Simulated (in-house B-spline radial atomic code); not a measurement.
Inner levels of holmium as electrons are removed. A shift is the extra binding of the orbital against the neutral atom ([Xe] 4f11 6s2). The density at the nucleus is averaged over the nuclear charge. Computed with a radial B-spline atomic code at the basis-set limit: Dirac-Hartree-Fock, average of the configuration, finite nuclei.

```tsv
ion	configuration	shift of 3s1/2 (eV)	shift of 2p3/2 (eV)	shift of 3p3/2 (eV)	radius of 3s1/2 (bohr)	radius of 2p3/2 (bohr)	radius of 3p3/2 (bohr)	Σ<r²> (bohr²)	change of density at nucleus (bohr⁻³)
Ho35+	[Ar] 3d10 4s2 4p2	1376.45	1444.68	1372.59	0.22528	0.07996	0.22774	1.9842	1644.73
Ho36+	[Ar] 3d10 4s2 4p1	1437.7	1513.35	1433.4	0.22503	0.079941	0.22742	1.7226	1786.6
Ho37+	[Ar] 3d10 4s2	1499.61	1582.9	1494.86	0.22477	0.079922	0.2271	1.4674	1930.78
Ho38+	[Ar] 3d10 4s1	1561.26	1653.55	1557.92	0.22481	0.079902	0.22675	1.2285	-997.7
Ho39+	[Ar] 3d10	1623.5	1725.02	1621.58	0.22462	0.079882	0.22639	0.99482	-4014.84
Ho40+	[Ar] 3d9	1726.68	1861.13	1723.39	0.22343	0.079807	0.22491	0.93364	-3656.34
Ho41+	[Ar] 3d8	1831.05	1999.37	1826.45	0.22224	0.079729	0.22344	0.87457	-3288.91
Ho42+	[Ar] 3d7	?	?	?	?	?	?	?	?
Ho43+	[Ar] 3d6	2043.37	2282.19	2036.34	0.21988	0.079565	0.22055	0.7624	-2527.07
Ho44+	[Ar] 3d5	2151.31	2426.76	2143.16	0.21871	0.079479	0.21913	0.70912	-2132.63
Ho45+	[Ar] 3d4	2260.41	2573.43	2251.23	0.21755	0.07939	0.21772	0.65762	-1729.14
Ho46+	[Ar] 3d3	2370.7	2722.18	2360.54	0.21639	0.079299	0.21632	0.6078	-1316.56
Ho47+	[Ar] 3d2	2482.15	2873.01	2471.09	0.21524	0.079204	0.21493	0.5596	-894.88
Ho48+	[Ar] 3d1	2594.76	3025.91	2582.89	0.2141	0.079108	0.21356	0.51295	-464.06
Ho49+	[Ne] 3s2 3p6	?	?	?	?	?	?	?	?
Ho50+	[Ne] 3s2 3p5	?	?	?	?	?	?	?	?
Ho51+	[Ne] 3s2 3p4	2912.7	3473.03	2917.11	0.21118	0.0789	0.20976	0.36065	621.2
Ho52+	[Ne] 3s2 3p3	3015.97	3621.24	3029.07	0.2103	0.078803	0.2086	0.30878	948.35
```

Q: Fill in the row of Ho42+.

A: shift of 3s1/2 (eV): 1936.62; shift of 2p3/2 (eV): 2139.73; shift of 3p3/2 (eV): 1930.77; radius of 3s1/2 (bohr): 0.22106; radius of 2p3/2 (bohr): 0.079648; radius of 3p3/2 (bohr): 0.22199; Σ<r²> (bohr²): 0.81752; change of density at nucleus (bohr⁻³): -2912.51.

Q: Fill in the row of Ho49+.

A: shift of 3s1/2 (eV): 2708.54; shift of 2p3/2 (eV): 3180.87; shift of 3p3/2 (eV): 2695.92; radius of 3s1/2 (bohr): 0.21296; radius of 2p3/2 (bohr): 0.079008; radius of 3p3/2 (bohr): 0.21221; Σ<r²> (bohr²): 0.4678; change of density at nucleus (bohr⁻³): -24.092.

Q: Fill in the row of Ho50+.

A: shift of 3s1/2 (eV): 2810.22; shift of 2p3/2 (eV): 3326.23; shift of 3p3/2 (eV): 2806.06; radius of 3s1/2 (bohr): 0.21207; radius of 2p3/2 (bohr): 0.078995; radius of 3p3/2 (bohr): 0.21094; Σ<r²> (bohr²): 0.41364; change of density at nucleus (bohr⁻³): 297.03.
